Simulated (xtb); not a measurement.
Br₂Ge, singlet, at a GFN2-xTB geometry; xtb with GFN0-xTB.

Input for xtb:
```
$ xtb mol.xyz --gfn 0 --grad --json

# file mol.xyz
3

Ge     0.01682949     0.00687689     1.03311619
Br     1.00009172    -1.51961211    -0.47860423
Br    -1.01547868     1.51332467    -0.46595914
```

Output, abridged:

```
   ID    Z sym.   atoms
    1   32 Ge     1
    2   35 Br     2, 3

           -------------------------------------------------
          |                Calculation Setup                |
           -------------------------------------------------

           -------------------------------------------------
          |                 G F N 0 - x T B                 |
           -------------------------------------------------

          ...................................................
          :                      SETUP                      :
          :.................................................:
          :  # basis functions                  30          :
          :  # atomic orbitals                  27          :
          :  # shells                            9          :
          :  # electrons                        18          :
          :  electronic temp.          300.0000000     K    :
          :  accuracy                    1.0000000          :
          :  -> integral cutoff          0.2500000E+02      :
          :  -> integral neglect         0.1000000E-07      :
          ...................................................

         :::::::::::::::::::::::::::::::::::::::::::::::::::::
         ::                     SUMMARY                     ::
         :::::::::::::::::::::::::::::::::::::::::::::::::::::
         :: total energy              -9.367484801001 Eh    ::
         :: gradient norm              0.004410904171 Eh/a0 ::
         :: HOMO-LUMO gap              2.632291834162 eV    ::
         ::.................................................::
         :: H0 energy                 -9.254642616907 Eh    ::
         :: repulsion energy           0.005525442445 Eh    ::
         :: electrostat energy        -0.117631639252 Eh    ::
         :: -> Gsolv                   0.000000000000 Eh    ::
         ::    -> Gsasa                0.000000000000 Eh    ::
         ::    -> Gshift               0.000000000000 Eh    ::
         :: dispersion energy         -0.000735987287 Eh    ::
         :: short-range corr.          0.000000000000 Eh    ::
         :: add. restraining           0.000000000000 Eh    ::
         :: total charge               0.000000000000 e     ::
         :::::::::::::::::::::::::::::::::::::::::::::::::::::

           -------------------------------------------------
          |                Property Printout                |
           -------------------------------------------------

    * Orbital Energies and Occupations

         #    Occupation            Energy/Eh            Energy/eV
      -------------------------------------------------------------
         1        2.0000           -0.7320095             -19.9190
         2        2.0000           -0.7301703             -19.8689
         3        2.0000           -0.5809411             -15.8082
         4        2.0000           -0.4545986             -12.3703
         5        2.0000           -0.4425864             -12.0434
         6        2.0000           -0.4383480             -11.9281
         7        2.0000           -0.4275241             -11.6335
         8        2.0000           -0.4186351             -11.3916
         9        2.0000           -0.4025082             -10.9528 (HOMO)
        10                         -0.3057733              -8.3205 (LUMO)
        11                         -0.2115127              -5.7556
        12                         -0.2041367              -5.5548
        13                         -0.0523981              -1.4258
        14                         -0.0518708              -1.4115
        15                         -0.0511208              -1.3911
        16                         -0.0439103              -1.1949
        17                         -0.0408946              -1.1128
        18                         -0.0366445              -0.9971
        19                         -0.0313867              -0.8541
        20                         -0.0128173              -0.3488
       ...                                ...                  ...
        27                          1.0453804              28.4462
      -------------------------------------------------------------
                  HL-Gap            0.0967349 Eh            2.6323 eV
             Fermi-level            0.0000000 Eh            0.0000 eV

     #   Z          covCN         q      C6AA      α(0)
     1  32 Ge       1.670     0.574   270.764    33.873
     2  35 Br       0.853    -0.287   188.432    22.147
     3  35 Br       0.853    -0.287   188.432    22.147

 Mol. C6AA /au·bohr⁶  :       1906.583048
 Mol. C8AA /au·bohr⁸  :     139909.873667
 Mol. α(0) /au        :         78.166763

Wiberg/Mayer (AO) data.
largest (>0.10) Wiberg bond orders for each atom

 ---------------------------------------------------------------------------
     #   Z sym  total        # sym  WBO       # sym  WBO       # sym  WBO
 ---------------------------------------------------------------------------
     1  32 Ge   2.814 --     2 Br   1.407     3 Br   1.407
     2  35 Br   1.486 --     1 Ge   1.407
     3  35 Br   1.486 --     1 Ge   1.407
 ---------------------------------------------------------------------------

Topologies differ in total number of bonds
Writing topology from bond orders to xtbtopo.mol

 dipole moment from electron density (au)
     X       Y       Z
   0.0131   0.0053   0.8035  total (Debye):    2.043

           -------------------------------------------------
          | TOTAL ENERGY               -9.367484801001 Eh   |
          | GRADIENT NORM               0.004410904171 Eh/α |
          | HOMO-LUMO GAP               2.632291834162 eV   |
           -------------------------------------------------

normal termination of xtb
```
